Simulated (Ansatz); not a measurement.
Geometry optimisation, UKS CAM-B3LYP-D4/def2-SVP (Ansatz 0.2.0).

Input:

```yaml
crystal:
  periodic: [false, false, false]
  atoms:
    - { symbol: Ge, position_ang: [0.000179, 0.0, -0.307885] }
    - { symbol: H, position_ang: [-0.004111, 0.0, 2.439855] }
    - { symbol: H, position_ang: [1.473262, 0.0, -0.740626] }
    - { symbol: H, position_ang: [-0.735708, 1.275542, -0.742405] }
    - { symbol: H, position_ang: [-0.735708, -1.275542, -0.742405] }
    - { symbol: F, position_ang: [0.003687, 0.0, 3.364867] }
magnetization:
  spin_polarized: true
  initial_magnetization: 1
basis:
  gaussian: { orbitals: def2-SVP }
hamiltonian:
  xc: cam_b3lyp
  dispersion: d4
relax:
  f_tol: 0.03
  max_steps: 50
```

Command:

```bash
$ ansatz run input.yaml --threads 2 --pin off --max-ram 3072MiB --backend cpu --events-out ev --progress --plain --runs-dir out
```

Q: Where does it end, and by what steps?

A: The run converged. The force dipped under the threshold on the way, but the program's further checks kept it going. After 28 steps the energy has fallen by 0.077 eV; F6 moved furthest, 0.95 Å.

```json
{"step": "0", "energy less start (eV)": "0.0000", "largest force component (eV/Å)": "0.211", "accepted": "yes"}
{"step": "1", "energy less start (eV)": "-0.0068", "largest force component (eV/Å)": "0.266", "accepted": "yes"}
{"step": "2", "energy less start (eV)": "-0.0091", "largest force component (eV/Å)": "0.075", "accepted": "yes"}
{"step": "3", "energy less start (eV)": "-0.0092", "largest force component (eV/Å)": "0.020", "accepted": "yes"}
{"step": "4", "energy less start (eV)": "-0.0094", "largest force component (eV/Å)": "0.052", "accepted": "yes"}
{"step": "5", "energy less start (eV)": "-0.0093", "largest force component (eV/Å)": "0.354", "accepted": "no"}
{"step": "6", "energy less start (eV)": "-0.0101", "largest force component (eV/Å)": "0.063", "accepted": "yes"}
{"step": "7", "energy less start (eV)": "-0.0014", "largest force component (eV/Å)": "1.037", "accepted": "no"}
{"step": "8", "energy less start (eV)": "-0.0118", "largest force component (eV/Å)": "0.182", "accepted": "yes"}
{"step": "9", "energy less start (eV)": "-0.0137", "largest force component (eV/Å)": "0.361", "accepted": "yes"}
{"step": "10", "energy less start (eV)": "-0.0201", "largest force component (eV/Å)": "0.206", "accepted": "yes"}
{"step": "11", "energy less start (eV)": "-0.0284", "largest force component (eV/Å)": "0.187", "accepted": "yes"}
{"step": "12", "energy less start (eV)": "-0.0413", "largest force component (eV/Å)": "0.073", "accepted": "yes"}
{"step": "13", "energy less start (eV)": "-0.0414", "largest force component (eV/Å)": "0.066", "accepted": "yes"}
{"step": "14", "energy less start (eV)": "0.2624", "largest force component (eV/Å)": "4.312", "accepted": "no"}
{"step": "15", "energy less start (eV)": "-0.0435", "largest force component (eV/Å)": "0.103", "accepted": "yes"}
{"step": "16", "energy less start (eV)": "-0.0482", "largest force component (eV/Å)": "0.078", "accepted": "yes"}
{"step": "17", "energy less start (eV)": "-0.0296", "largest force component (eV/Å)": "1.333", "accepted": "no"}
{"step": "18", "energy less start (eV)": "-0.0524", "largest force component (eV/Å)": "0.086", "accepted": "yes"}
{"step": "19", "energy less start (eV)": "-0.0556", "largest force component (eV/Å)": "0.373", "accepted": "yes"}
{"step": "20", "energy less start (eV)": "-0.0645", "largest force component (eV/Å)": "0.127", "accepted": "yes"}
{"step": "21", "energy less start (eV)": "-0.0713", "largest force component (eV/Å)": "0.158", "accepted": "yes"}
{"step": "22", "energy less start (eV)": "-0.0728", "largest force component (eV/Å)": "0.289", "accepted": "yes"}
{"step": "23", "energy less start (eV)": "0.0431", "largest force component (eV/Å)": "2.724", "accepted": "no"}
{"step": "24", "energy less start (eV)": "-0.0744", "largest force component (eV/Å)": "0.190", "accepted": "yes"}
{"step": "25", "energy less start (eV)": "-0.0766", "largest force component (eV/Å)": "0.016", "accepted": "yes"}
{"step": "26", "energy less start (eV)": "-0.0446", "largest force component (eV/Å)": "1.561", "accepted": "no"}
{"step": "27", "energy less start (eV)": "-0.0767", "largest force component (eV/Å)": "0.035", "accepted": "yes"}
{"step": "28", "energy less start (eV)": "-0.0769", "largest force component (eV/Å)": "0.003", "accepted": "yes"}
```

```xyz
6
Properties=species:S:1:pos:R:3
Ge -0.136 -0.243 -0.199
H -0.199 -0.164 2.575
H 1.398 -0.251 -0.191
H -0.695 1.186 -0.268
H -0.695 -1.117 -1.337
F 0.329 0.589 2.692
```

Whether the end is a true minimum wasn't checked by a vibrational analysis.

Time of the run: 46 s on 2 threads of Arm Neoverse V1, with other jobs on the host, peak memory 0.17 GiB.
